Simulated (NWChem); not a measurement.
# SiCl cation, singlet

Computed with NWChem. Pople sets run with spherical d functions. Low-valent species are run as closed-shell singlets; no triplet was tried in these runs. Each level has its own optimisation; frequencies are unscaled.

For level Hartree-Fock/6-31G*:

highest harmonic frequency (cm⁻¹): 695

Problem. Estimate the same quantities for level PBE0/def2-TZVP.

Solution. The highest harmonic frequency (cm⁻¹) is 674.
